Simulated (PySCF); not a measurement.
**Exercise with solution: oscillator strength and radiative lifetime**

C₂H₈OSi, SMILES [SiH](C)(C)O.

Geometry: B3LYP-D3(BJ)/def2-SVP. The values are those of a single conformer.

TDDFT-ωB97X/def2-SVPD (PySCF) puts the first singlet state with f over 0.02 at 7.69 eV (vertical), with the transition dipole (0.000, 0.000, 0.458) in atomic units.

Question: Find the oscillator strength, the wavelength and the radiative lifetime that this transition would have in vacuum if emission retraced absorption.

Answer: 
|μ|² = 0.2098 au, so |μ| = 1.16 D. ΔE = 7.69/27.211 = 0.2826 hartree. f = (2/3) ΔE |μ|² = 0.040 (the program prints 0.039).
λ = 1239.84/7.69 = 161 nm; ν = 62024 cm⁻¹.
Einstein's coefficient A = 0.6670 ν² f s⁻¹ (ν in cm⁻¹) = 1.0e8 s⁻¹, so τ = 1/A = 9.9 ns. This state is S1. The figure is the radiative limit of this one transition; relaxation, internal conversion, crossing to triplets and a medium change what is measured.
